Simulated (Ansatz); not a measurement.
CH6N2Si2 (`N#C[SiH2]N[SiH3]`), 11 atoms. Total charge 0; spin multiplicity 1. All runs use 4 threads of an Arm Neoverse V1 on a shared host. Correlated methods freeze the cores.

**Question.** How many basis functions does each run have, and how long does it take in Ansatz? RKS ωB97M-V/def2-QZVPP energy; RHF-CCSD(T)/def2-SVP energy; RHF-CCSD(T)/def2-TZVPP energy; RKS PBE0-D4/def2-TZVP frequencies; RKS PBE0-D4/def2-SVP energy; RKS r2SCAN-D4/def2-TZVPP energy and forces; RKS PBE0-D4/def2-TZVPP energy; RKS CAM-B3LYP-D4/def2-TZVPP energy; RKS ωB97M-V/def2-SVP energy; RKS PBE0-D4/def2-TZVP relaxation (11 steps); RHF-MP2/def2-QZVPP energy; direct RPA on PBE orbitals/def2-TZVPP energy. (Best estimate.)

**Answer.** Computed: Other jobs shared the machine, so times are rough.

```json
{"level": "RKS PBE0-D4/def2-SVP", "job": "energy", "functions": "108", "wall time": "1.1 s", "peak host memory (GiB)": "0.48"}
{"level": "RKS PBE0-D4/def2-TZVPP", "job": "energy", "functions": "261", "wall time": "3.3 s", "peak host memory (GiB)": "0.66"}
{"level": "RKS CAM-B3LYP-D4/def2-TZVPP", "job": "energy", "functions": "261", "wall time": "3.8 s", "peak host memory (GiB)": "0.75"}
{"level": "RKS ωB97M-V/def2-SVP", "job": "energy", "functions": "108", "wall time": "3.9 s", "peak host memory (GiB)": "0.48"}
{"level": "RHF-CCSD(T)/def2-SVP", "job": "energy", "functions": "108", "wall time": "4.5 s", "peak host memory (GiB)": "0.48"}
{"level": "RKS r2SCAN-D4/def2-TZVPP", "job": "energy and forces", "functions": "261", "wall time": "5.5 s", "peak host memory (GiB)": "0.38"}
{"level": "direct RPA on PBE orbitals/def2-TZVPP", "job": "energy", "functions": "261", "wall time": "5.5 s", "peak host memory (GiB)": "0.6"}
{"level": "RKS ωB97M-V/def2-QZVPP", "job": "energy", "functions": "491", "wall time": "21 s", "peak host memory (GiB)": "2.2"}
{"level": "RHF-MP2/def2-QZVPP", "job": "energy", "functions": "491", "wall time": "23 s", "peak host memory (GiB)": "3"}
{"level": "RKS PBE0-D4/def2-TZVP", "job": "relaxation (11 steps)", "functions": "203", "wall time": "38 s", "peak host memory (GiB)": "0.54"}
{"level": "RHF-CCSD(T)/def2-TZVPP", "job": "energy", "functions": "261", "wall time": "2.3 min", "peak host memory (GiB)": "5.9"}
{"level": "RKS PBE0-D4/def2-TZVP", "job": "frequencies", "functions": "203", "wall time": "2.5 min", "peak host memory (GiB)": "0.55"}
```
